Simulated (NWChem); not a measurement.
# Correlation energy of CHF

```
C
F 1 1.3023
H 1 1.1354 2 102.45
```
Charge 0, spin multiplicity 1.

Program: NWChem. The geometry was optimised at B3LYP/def2-SVP, a minimum by its harmonic frequencies.

Basis set: cc-pVDZ. Each correlation energy counts from its own Hartree-Fock reference.

```
method        correlation energy (mHa)  difference from CCSD(T)
------------  ------------------------  -----------------------
CR-CCSD[T]                      -326.8                     +0.3
SCS-MP2                         -293.8                    +33.3
RI-MP2                          -297.7                    +29.4
CR-CCSD(T)                      -325.8                     +1.3
CCSDT                           -327.8                     -0.8
CCSD(T)                         -327.1                      0.0
MP2                             -297.7                    +29.4
CCSD                            -319.4                     +7.7
CCSD+T(CCSD)                    -328.3                     -1.2
```

The values span 34.6 mHa, from CCSD+T(CCSD) (lowest) to SCS-MP2 (highest). 

The correlated methods keep 2 core orbitals frozen. The structure started from a generated list of species. Differences from the coupled-cluster row are differences between methods, not errors against experiment.
